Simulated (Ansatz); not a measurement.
Ba₂Te₃, relaxed as a singlet with RKS PBE0-D4/def2-SVP in Ansatz, starting from the GFN1-xTB geometry. Force threshold 0.02 eV/Å.

In the def2 sets Ba, Te take a core potential; there is no spin–orbit coupling. The structure comes from a short search, and lower isomers may exist.

Start:

Cartesian coordinates in Å:
```
Ba 1.717 -0.567 -1.881
Ba -2.526 0.347 0.563
Te -1.358 -0.326 -2.235
Te -0.084 0.556 2.444
Te 2.251 -0.010 1.109
```

```tsv
step	energy (eV)	largest force component (eV/Å)	SCF passes
1	-23272.8035	0.533	18
2	-23272.9191	0.144	29
3	-23272.9265	0.122	25
4	-23272.9313	0.083	25
5	-23272.9680	0.235	29
6	-23273.0353	0.526	28
7	-23273.1495	0.601	25
8	-23273.3111	0.589	25
9	-23273.5115	0.472	25
10	-23273.7140	0.519	29
11	-23273.9231	0.445	25
12	-23274.1204	0.401	29
13	-23274.1940	0.357	29
14	-23274.2036	0.363	25
15	-23274.2164	0.199	24
16	-23274.2299	0.020	26
17 (rejected)	-23274.2297	0.013	26
18	-23274.2300	0.001	25
```

Force components are those of the run's own axes.

End:

Cartesian coordinates in Å:
```
Ba 1.462 0.450 -1.479
Ba -1.902 -0.566 0.768
Te -1.450 -0.384 -2.344
Te 0.554 1.592 1.549
Te 1.335 -1.091 1.505
```

Bonds formed: Ba1–Te4, Ba2–Te5 (atoms count from 1). Metal–metal contacts that move far: Ba1–Ba2 4.98 to 4.17 Å. The end is the same structure that another start reached, the lowest one found.

The force fell under the threshold at step 17, but the optimiser went on. No frequencies were taken in this run, so the end may be a saddle point.

Run time 47 s (4 threads of Intel Xeon 6975P-C on a shared host).
